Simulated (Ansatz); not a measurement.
Predict a relaxed structure of cis-[VF2(H2O)4]+ (VO4F2H8⁺), charge 1, triplet, at PBE0-D4/def2-SVP (Ansatz).


```xyz
15

V     0.364    0.248    0.045
F     1.921   -0.386    0.584
O    -1.695    0.369   -0.542
H    -2.027   -0.191   -1.257
H    -1.975    1.275   -0.739
F     0.413    1.982   -0.284
O    -0.374   -1.753    0.267
H    -1.058   -1.916    0.931
H     0.330   -2.397    0.432
O    -0.072    0.599    2.065
H    -0.317    1.510    2.285
H     0.727    0.407    2.583
O     0.926   -0.042   -1.953
H     1.756   -0.531   -2.061
H     1.080    0.827   -2.355
```
The metal has 6 neighbours: F 1.77 Å, O 2.14 Å, F 1.76 Å, O 2.14 Å, O 2.10 Å, O 2.10 Å. This is one stationary point.
